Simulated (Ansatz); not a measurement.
**InI (indium iodide (ini)): the energy, rung by rung**

InI has 2 atoms, charge 0, and is taken as a singlet. SMILES: `[In][I]`. Geometry: a GFN2-xTB relaxation, a rough one for these elements and not checked as a minimum.

```xyz
2

In    0.0000    0.0000    0.0000
I     0.0000    0.0000    2.7892
```

Quantity: the energy change with the In1–I2 bond stretched from 2.789 to 4.184 Å, in eV. The values are calculated.

| level | kind | program | value (eV) | less FCI/STO-3G | CPU time (all runs) |
| --- | --- | --- | --- | --- | --- |
| revPBE/STO-3G (restricted) | GGA | Ansatz | 3.10 | -0.36 | 6 s |
| PBE0/STO-3G (restricted) | global hybrid | Ansatz | 3.41 | -0.05 | 6.6 s |
| wB97M-V/STO-3G (restricted) | range-separated hybrid | Ansatz | 3.65 | +0.19 | 59 s |
| wB97X/STO-3G (restricted) | range-separated hybrid | Ansatz | 3.65 | +0.19 | 20 s |
| B2PLYP/STO-3G (restricted) | double hybrid | Ansatz | 3.36 | -0.10 | 9 s |
| RPA@PBE/STO-3G (restricted) | RPA | Ansatz | 2.89 | -0.57 | 9.3 s |
| CCSD/STO-3G (restricted) | coupled cluster or CI | Ansatz | 3.45 | -0.01 | 3.2 s |
| CCSDT/STO-3G (restricted) | coupled cluster or CI | Ansatz | 3.46 | 0.00 | 4.5 s |
| FCI/STO-3G | exact in the basis | Ansatz | 3.46 | 0.00 | 5 s |

FCI/STO-3G is exact within its basis and frozen core, so for wave-function methods in that basis the difference is their error; functionals converge differently with the basis, so for them it is only a difference. All-electron rows without a relativistic Hamiltonian named are non-relativistic. The first shape isn't each level's own minimum. The values span 2.89 to 3.65 eV. All rows use very small basis sets, so none should be taken for the real molecule's value. In the correlated wave-function rows the outer d shell of I, In is correlated, in sets not made for it. In so small a basis fixed costs decide the times, and correlated methods can beat functionals. CPU times are rough (shared hosts, several kinds of processor and program).
